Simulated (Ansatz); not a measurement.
Relaxation of BF₂I (4 atoms, charge 0, multiplicity 1), to a largest force component of 0.02 eV/Å in at most 40 steps.

The calculation used RKS B3LYP-D4/def2-SVP (Ansatz 0.2.0).

```xyz
4
Properties=species:S:1:pos:R:3:forces:R:3
F 0.372 -1.552 0.182 -2.08 5.10 -0.16
B -0.114 -0.135 0.092 -1.20 -2.18 1.32
F -1.380 0.272 0.706 4.40 -1.71 -2.08
I 1.177 1.355 -1.000 -1.11 -1.21 0.91
```

Question: Where does it end, and by what steps?

Answer: It converged. After 5 steps the energy has fallen by 1.219 eV; F1 moved furthest, 0.17 Å.

```tsv
step	energy less start (eV)	largest force component (eV/Å)	accepted
0	0.0000	5.100	yes
1	-0.8887	3.516	yes
2	-1.0693	2.259	yes
3	-1.2069	0.350	yes
4	-1.2185	0.036	yes
5	-1.2186	0.001	yes
```

```xyz
4
Properties=species:S:1:pos:R:3
F 0.288 -1.401 0.184
B -0.101 -0.151 0.092
F -1.240 0.205 0.636
I 1.107 1.287 -0.932
```

Whether the end is a true minimum wasn't checked by a vibrational analysis.

Run time: 11 s on 1 thread of Intel(R) Xeon(R) CPU @ 2.60GHz (Ice Lake), on a shared host, peak memory 0.14 GiB.
